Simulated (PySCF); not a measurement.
# Group charges in `O=C(CC[SiH3])[SiH2]CCl`

Species: C4H11ClOSi2.
SMILES with atom numbers: `[O:1]=[C:2]([CH2:3][CH2:4][SiH3:5])[SiH2:6][CH2:7][Cl:8]` (hydrogens: H9, H10 on C3; H11, H12 on C4; H13, H14, H15 on Si5; H16, H17 on Si6; H18, H19 on C7)

Cartesian coordinates in Å at the GFN2-xTB level; atoms count from 1:
```xyz
19
C4H11ClOSi2 angstrom
O      0.0788    0.4345    1.0553
C     -0.2108   -0.2335    0.0847
C      0.8452   -0.6882   -0.8750
C      2.1089    0.1500   -0.7578
Si     2.6246    0.4806    1.0560
Si    -2.0504   -0.7598   -0.1553
C     -3.0785    0.7208    0.4675
Cl    -4.8168    0.3210    0.3502
H      1.0532   -1.7289   -0.6022
H      0.4369   -0.6998   -1.8890
H      2.9146   -0.3501   -1.2930
H      1.9434    1.1037   -1.2602
H      2.2079    1.7889    1.5425
H      4.1007    0.5048    1.0089
H      2.2727   -0.6539    1.9094
H     -2.3082   -1.9320    0.6792
H     -2.3260   -1.0281   -1.5669
H     -2.9292    1.6254   -0.1195
H     -2.8769    0.9538    1.5114
```

Atomic charges (e) from the PBE0/pcSseg-1 density (PySCF):

| atom | Mulliken | IAO | Hirshfeld | ESP-fitted |
| --- | --- | --- | --- | --- |
| O1 | -0.3838 | -0.3771 | -0.1563 | -0.4351 |
| C2 | -0.0039 | +0.1442 | +0.0979 | +0.3983 |
| C3 | -0.2322 | -0.3019 | -0.0785 | -0.0574 |
| C4 | -0.5163 | -0.5389 | -0.1582 | -0.1521 |
| Si5 | +0.5363 | +0.6139 | +0.2746 | +0.4111 |
| Si6 | +0.6919 | +0.7138 | +0.3332 | +0.3211 |
| C7 | -0.4962 | -0.5202 | -0.1221 | -0.3047 |
| Cl8 | -0.1639 | -0.0995 | -0.0716 | -0.1444 |
| H9 | +0.1627 | +0.1657 | +0.0585 | +0.0466 |
| H10 | +0.1427 | +0.1500 | +0.0482 | +0.0180 |
| H11 | +0.1480 | +0.1543 | +0.0431 | +0.0522 |
| H12 | +0.1459 | +0.1487 | +0.0392 | +0.0491 |
| H13 | -0.0797 | -0.1175 | -0.0848 | -0.0979 |
| H14 | -0.1243 | -0.1583 | -0.1070 | -0.1819 |
| H15 | -0.0970 | -0.1281 | -0.0884 | -0.1040 |
| H16 | -0.0407 | -0.0955 | -0.0625 | -0.0662 |
| H17 | -0.0666 | -0.1123 | -0.0697 | -0.0827 |
| H18 | +0.1831 | +0.1747 | +0.0510 | +0.1620 |
| H19 | +0.1939 | +0.1841 | +0.0533 | +0.1681 |

Cut each of the bonds C2–C3, C4–C3, Si5–C4, Si6–C2 and C7–Si6 in turn and sum the charges on the side of the atom named first.

In e; the other side holds the opposite charge:

| bond cut | piece | atoms | Mulliken | IAO | Hirshfeld | ESP-fitted |
| --- | --- | --- | --- | --- | --- | --- |
| C2–C3 | C2H4ClOSi | 9 | -0.086 | +0.012 | +0.053 | +0.016 |
| C4–C3 | CH5Si | 7 | +0.013 | -0.026 | -0.082 | -0.023 |
| Si5–C4 | SiH3 | 4 | +0.235 | +0.210 | -0.006 | +0.027 |
| Si6–C2 | CH4ClSi | 7 | +0.301 | +0.245 | +0.112 | +0.053 |
| C7–Si6 | CH2Cl | 4 | -0.283 | -0.261 | -0.089 | -0.119 |

Extremes among these pieces. Mulliken: lowest CH2Cl at C7, highest CH4ClSi at Si6; IAO: lowest CH2Cl at C7, highest CH4ClSi at Si6; Hirshfeld: lowest CH2Cl at C7, highest CH4ClSi at Si6; ESP-fitted: lowest CH2Cl at C7, highest CH4ClSi at Si6.

Do the schemes agree better on the pieces than on the single atoms at the cuts?

The spread between schemes averages 0.183 e for the pieces and 0.384 e for the atoms named first; it is smaller for the piece at 5 of the 5 cuts. On average they agree better on the pieces. The sign differs between schemes (beyond ±0.03 e) for C2H4ClOSi at C2.

The structure is a single GFN2-xTB conformer in the gas phase; no vibrational or solvent corrections.

These values come from a run that also computed NMR shieldings. On one thread, Arm Neoverse N1 (aarch64), no GPU, shared host with 64 logical CPUs at a one-minute load of 59, this took 87 s of wall time (grids of density and orbitals included) and 0.96 GiB of memory at its peak.
